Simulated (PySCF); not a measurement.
Isomers of C2H11NOSi2, one conformer each; single-point electronic energies without zero-point terms and without any empirical dispersion term.

Computed with PySCF at PBE0/pcSseg-1, non-relativistic, each on one gas-phase PBE0-D3(BJ)/def2-SVP geometry that isn't relaxed in the solvent. The solvent is an IEF-PCM continuum (Bondi radii, 1.10 Å for H, scaled by 1.2). The model holds no explicit solvent molecules, cavitation or dispersion.

```json
{"isomer": "`N[SiH2]CC[SiH2]O`", "relative energy, gas (kcal/mol)": "0.0", "dipole (D)": "3.25"}
{"isomer": "`CCO[SiH2]N[SiH3]`", "relative energy, gas (kcal/mol)": "5.9", "dipole (D)": "1.21"}
{"isomer": "`CCO[Si@@H](N)[SiH3]`", "relative energy, gas (kcal/mol)": "13.6", "dipole (D)": "2.42"}
{"isomer": "`[SiH2]([SiH2]OCC)N`", "relative energy, gas (kcal/mol)": "21.7", "dipole (D)": "1.17"}
{"isomer": "`COC[SiH2][SiH2]N`", "relative energy, gas (kcal/mol)": "51.8", "dipole (D)": "0.42"}
{"isomer": "`CO[C@@H]([SiH2]N)[SiH3]`", "relative energy, gas (kcal/mol)": "55.2", "dipole (D)": "1.46"}
```

**Question.** How do the relative energies look in cyclohexane (ε = 2.017)?

**Answer.** 
```json
{"isomer": "`N[SiH2]CC[SiH2]O`", "relative energy, solvent (kcal/mol)": "0.0", "E(solvent) − E(gas) (kcal/mol)": "-2.7", "dipole in solvent (D)": "3.53"}
{"isomer": "`CCO[SiH2]N[SiH3]`", "relative energy, solvent (kcal/mol)": "7.4", "E(solvent) − E(gas) (kcal/mol)": "-1.1", "dipole in solvent (D)": "1.34"}
{"isomer": "`CCO[Si@@H](N)[SiH3]`", "relative energy, solvent (kcal/mol)": "14.6", "E(solvent) − E(gas) (kcal/mol)": "-1.6", "dipole in solvent (D)": "2.67"}
{"isomer": "`[SiH2]([SiH2]OCC)N`", "relative energy, solvent (kcal/mol)": "22.5", "E(solvent) − E(gas) (kcal/mol)": "-1.8", "dipole in solvent (D)": "1.31"}
{"isomer": "`COC[SiH2][SiH2]N`", "relative energy, solvent (kcal/mol)": "52.5", "E(solvent) − E(gas) (kcal/mol)": "-2.0", "dipole in solvent (D)": "0.45"}
{"isomer": "`CO[C@@H]([SiH2]N)[SiH3]`", "relative energy, solvent (kcal/mol)": "56.2", "E(solvent) − E(gas) (kcal/mol)": "-1.7", "dipole in solvent (D)": "1.59"}
```

The order is unchanged. Conformers: `[NH2:1][SiH2:2][CH2:3][CH2:4][SiH2:5][OH:6]` with H–N1–Si2–C3 -64° and 168°, N1–Si2–C3–C4 -70°, Si2–C3–C4–Si5 69°, C3–C4–Si5–O6 -67°, C4–Si5–O6–H 53°; `[CH3:1][CH2:2][O:3][SiH2:4][NH:5][SiH3:6]` with C1–C2–O3–Si4 -177°, C2–O3–Si4–N5 176°, O3–Si4–N5–Si6 -3°; `[CH3:1][CH2:2][O:3][Si@@H:4]([NH2:5])[SiH3:6]` with C1–C2–O3–Si4 -171°, C2–O3–Si4–N5 59°, O3–Si4–N5–H 67° and -92°; `[CH3:1][CH2:2][O:3][SiH2:4][SiH2:5][NH2:6]` with C1–C2–O3–Si4 82°, C2–O3–Si4–Si5 171°, O3–Si4–Si5–N6 -174°, Si4–Si5–N6–H -167° and 55°; `[CH3:1][O:2][CH2:3][SiH2:4][SiH2:5][NH2:6]` with C1–O2–C3–Si4 180°, O2–C3–Si4–Si5 43°, C3–Si4–Si5–N6 170°, Si4–Si5–N6–H 52° and -172°; `[CH3:1][O:2][C@H:3]([SiH3:4])[SiH2:5][NH2:6]` with C1–O2–C3–Si4 -86°, O2–C3–Si5–N6 -51°, C3–Si5–N6–H -178° and 46°. `N[SiH2]CC[SiH2]O` gains most from the continuum, and it has the largest gas-phase dipole. The gains span 1.6 kcal/mol, the gas-phase energies 55.2 kcal/mol.
